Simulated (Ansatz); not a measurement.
Stepwise reaction of `[CH3][Ga]([CH3])[OH]` with water, as a gas-phase model of exchange steps in deposition or etching. ΔE in kJ/mol.

Isolated molecules relaxed with PBE0-D4/def2-TZVP in Ansatz; ΔE leaves out vibrations. CBS: MP2 limit from def2 TZ/QZ plus the TZ coupled-cluster correction, frozen cores. This one scheme is used for every species. Functionals use def2-TZVPP. B3LYP here is the variant with VWN-RPA as its local correlation; programs differ in this. For Ga outer-core shells are correlated without core-valence functions, which leaves a few kJ/mol of doubt a bond. Scalar relativity is left out up to krypton. One conformer a species, not always the lowest.

| step | reaction | PBE-D4 | B3LYP-D4 | ωB97M-V | CCSD(T)/CBS |
| --- | --- | --- | --- | --- | --- |
| 2 | `[CH3][Ga]([OH])[OH]` + H₂O → `[OH][Ga]([OH])[OH]` + CH₄ | -55.7 | -62.5 | -59.6 | -55.7 |

(1) Give the row of step 1, `[CH3][Ga]([CH3])[OH]` + H₂O → `[CH3][Ga]([OH])[OH]` + CH₄. (Estimate.)

(2) By hand: ΔE of the 2 steps together at CCSD(T)/CBS.

Answers

(1) Computed: 
```json
{"step": "1", "reaction": "`[CH3][Ga]([CH3])[OH]` + H₂O → `[CH3][Ga]([OH])[OH]` + CH₄", "PBE-D4": "-75.1", "B3LYP-D4": "-82.0", "ωB97M-V": "-77.8", "CCSD(T)/CBS": "-75.2"}
```

(2) (-75.2) + (-55.7) = -130.9 kJ/mol, or -65.5 kJ/mol a step.

In ΔE each step is higher than the one before. All are downhill at CCSD(T)/CBS. PBE-D4 differs from CCSD(T)/CBS by 0.0 to 0.1 kJ/mol a step. Isolated molecules leave out the surface, adducts and barriers. Largest T1 diagnostic: 0.014.
